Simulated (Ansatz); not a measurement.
Ansatz (a first-principles code) input (LC-wPBE/def2-TZVPD):

Ansatz 0.2 input:
```yaml
crystal:
  periodic: [false, false, false]
  atoms:
    - {symbol: C, position_ang: [-2.10360464, -0.24540614, 0.05048341]}
    - {symbol: C, position_ang: [-0.79346234, -0.97744918, 0.15542814]}
    - {symbol: C, position_ang: [0.38579056, -0.42647010, 0.06340973]}
    - {symbol: C, position_ang: [1.31852493, 0.52042534, -0.08814731]}
    - {symbol: N, position_ang: [2.19219248, 1.29263228, -0.21242435]}
    - {symbol: H, position_ang: [-1.95609971, 0.81979115, -0.11458196]}
    - {symbol: H, position_ang: [-2.69389330, -0.65516419, -0.77305522]}
    - {symbol: H, position_ang: [-2.68342752, -0.38711613, 0.96606080]}
    - {symbol: H, position_ang: [-0.85541792, -2.05253638, 0.32150300]}
basis:
  gaussian:
    orbitals: def2-TZVPD
hamiltonian:
  xc: {name: LC-wPBE}
magnetization: {spin_polarized: true, initial_magnetization: 1}
output: {forces: true}
```

End of the output:

```
integrals: 0.13 GiB planned
1079 factors; their error is unknown
integrals: 0.17 GiB planned
485 factors; integrals over basis functions are off by at most 3.9e-5 eV
mean field: 1.64 GiB planned
mean field evaluation 1: about -5693.8476 eV, gradient 3.0e1 eV
mean field evaluation 2: about -5694.3606 eV, gradient 3.0e1 eV
mean field evaluation 4: about -5697.8401 eV, gradient 1.9e0 eV
mean field evaluation 8: about -5697.8868 eV, gradient 2.5e-1 eV
mean field evaluation 16: about -5697.8580 eV, gradient 9.0e-3 eV
mean field -5697.85801417 eV, -209.3924198739 hartree, gradient 6.2e-5 eV, S^2 0.807667; 0 other end points of the search recorded, 0 dependent functions left out
the calculation of the forces begins
reference -5697.85801418 eV, -209.3924198742 hartree; 18, 17 occupied and 203, 204 virtual orbitals, 1079 factors
Total energy: -5697.85801418 eV, -209.3924198742 hartree
Atom 0 at    -2.103605    -0.245406     0.050483 Å, force     0.136981    -0.092674     0.013459 eV/Å
Atom 1 at    -0.793462    -0.977449     0.155428 Å, force     0.067572     0.227936    -0.035538 eV/Å
Atom 2 at     0.385791    -0.426470     0.063410 Å, force    -0.723424    -0.550833     0.089253 eV/Å
Atom 3 at     1.318525     0.520425    -0.088147 Å, force     1.246419     1.129185    -0.181541 eV/Å
Atom 4 at     2.192192     1.292632    -0.212424 Å, force    -0.860061    -0.741863     0.119518 eV/Å
Atom 5 at    -1.956100     0.819791    -0.114582 Å, force    -0.001120    -0.006532     0.001014 eV/Å
Atom 6 at    -2.693893    -0.655164    -0.773055 Å, force     0.043694     0.016689     0.029499 eV/Å
Atom 7 at    -2.683428    -0.387116     0.966061 Å, force     0.043314     0.006954    -0.033667 eV/Å
Atom 8 at    -0.855418    -2.052536     0.321503 Å, force     0.046625     0.011138    -0.001997 eV/Å
Dipole moment:    -0.831381    -0.489791     0.080494 e Å
```

It need not be the lowest isomer of its formula.
